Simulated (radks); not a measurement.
Results of a calculation; reference values are marked as such.
Problem. These are the eigenvalues of the occupied orbitals of an atom or ion with whole-number occupations (eV). Code: a radial shooting solver on a logarithmic mesh with Libxc functionals. Model: scalar-relativistic Kohn-Sham, PBE, spin-polarised, spherical densities, point nucleus.

orbital  eigenvalue
1s down   -51866.48
1s up     -51866.48
2s up     -8601.156
2s down   -8601.100
2p up     -7642.739
2p down   -7642.699
3s up     -1911.744
3s down   -1909.900
3p up     -1616.227
3p down   -1614.389
3d up     -1231.232
3d down   -1229.818
4s up     -383.8127
4s down   -379.5895
4p up     -286.5338
4p down   -282.3468
4d up     -153.0737
4d down   -148.9265
5s up      -53.0054
5s down    -50.5801
5p up      -30.2668
5p down    -28.3150
4f up       -9.0383
5d up       -6.2488
4f down     -5.3801

Which element is it, and in what charge state? The configuration may be excited. Open shells, if any, are filled with parallel spins first.

Solution. Z = 65, terbium, charge +1: Tb+ in [Xe] 4f9 5d1. The list shows which subshells hold electrons but not how many an open one holds; the 1s level, -1906.1 hartree, gives Z - s = 61.7 by -(Z - s)^2/2, which with screening and relativity narrows Z to a few neighbours, and the depths of the outer levels then fix element, charge and occupations together.
